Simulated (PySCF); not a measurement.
Fill in the blanks.

Compound: C5H10OSi.
Bonds: C1–C2 (double), C2–C3, C3–Si4, Si4–O5, O5–C6, C6–C7 (double). Hydrogens: H8, H9 on C1; H10 on C2; H11, H12 on C3; H13, H14 on Si4; H15 on C6; H16, H17 on C7.

Conformer (atom-mapped SMILES and torsion angles): `[CH2:1]=[CH:2][CH2:3][SiH2:4][O:5][CH:6]=[CH2:7]`: C1–C2–C3–Si4 110°, C2–C3–Si4–O5 58°, C3–Si4–O5–C6 -154°, Si4–O5–C6–C7 -163°.

```json
{"property": "point group", "level": "PBE0-D3(BJ)/def2-SVP", "value": "?"}
{"property": "rotational constants A, B, C", "level": "PBE0-D3(BJ)/def2-SVP", "value": "4.198, 1.017, 0.890 GHz"}
{"property": "dipole moment", "level": "CAM-B3LYP/def2-SVPD", "value": "1.04 D"}
{"property": "HOMO energy", "level": "CAM-B3LYP/def2-SVPD", "value": "?"}
{"property": "LUMO energy", "level": "CAM-B3LYP/def2-SVPD", "value": "0.94 eV"}
{"property": "lowest singlet excitation", "level": "TDDFT CAM-B3LYP/def2-SVPD", "value": "?"}
{"property": "strongest line among the 10 lowest singlet transitions", "level": "TDDFT CAM-B3LYP/def2-SVPD", "value": "S2 at 6.75 eV (184 nm, f = 0.523)"}
{"property": "lowest triplet excitation (Tamm–Dancoff)", "level": "TDA CAM-B3LYP/def2-SVPD", "value": "?"}
{"property": "static isotropic polarisability", "level": "CAM-B3LYP/def2-SVPD", "value": "?"}
{"property": "electronic spatial extent ⟨r²⟩ about the centre of nuclear charge", "level": "CAM-B3LYP/def2-SVPD", "value": "?"}
{"property": "13C chemical shifts (computed TMS as zero) by class", "level": "GIAO PBE0/pcSseg-1", "value": "?"}
{"property": "1H chemical shifts (computed TMS as zero) by class", "level": "GIAO PBE0/pcSseg-1", "value": "6.37 (H15), 6.17 (H10), 5.31 (H8), 5.28 (H9), 4.87 (H13/H14), 4.86 (H17), 4.38 (H16), 1.75 (H11/H12) ppm"}
{"property": "isotropic shieldings of nuclei other than C and H, by class", "level": "GIAO PBE0/pcSseg-1", "value": "219 (O5), 354 (Si4) ppm"}
```

Gas-phase values; electronic properties from PySCF, density fitting. The structure is a single PBE0-D3(BJ)/def2-SVP conformer in the gas phase; no vibrational or solvent corrections. NMR classes are plain means over equivalent atoms (diastereotopic ones count apart unless rotation or inversion swaps them), as if these changed places fast; in this geometry the members of some classes differ.

**Question.** Give the point group.

**Answer.** C1.

**Question.** Give the 13C chemical shifts (computed TMS as zero) by class.

**Answer.** 155.2 (C6), 142.0 (C2), 122.3 (C1), 99.6 (C7), 24.1 (C3) ppm.

**Question.** What is the static isotropic polarisability?

**Answer.** 94.4 au.

**Question.** Give the electronic spatial extent ⟨r²⟩ about the centre of nuclear charge.

**Answer.** 1350 bohr².

**Question.** Give the HOMO energy.

**Answer.** -8.16 eV.

**Question.** Give the lowest triplet excitation (Tamm–Dancoff).

**Answer.** 4.20 eV.

**Question.** What is the lowest singlet excitation?

**Answer.** 6.32 eV (196 nm, f = 0.032).

The polarisability is 13.99 Å³ as a volume (1 au = 0.148185 Å³), or 1.52 au for each of the 62 electrons. The principal polarisabilities are 77.6, 88.1 and 117.5 au; their mean is the isotropic value. A dipole of 1.04 D is allowed in C1, and pure rotational transitions are dipole-allowed. In wavenumbers S1 is 51000 cm⁻¹ (1 eV = 8065.54 cm⁻¹). The rotational constants make it an asymmetric top with κ = (2B − A − C)/(A − C) = -0.92, nearer the prolate limit (−1). With B = h/(8π²I), that is 505.379 GHz u Å² over I, the principal moments of inertia are 120.4, 497.0 and 567.6 u Å² (most abundant isotopes); the inertial defect Ic − Ia − Ib is -49.8 u Å² (zero for a rigid planar frame, negative otherwise).
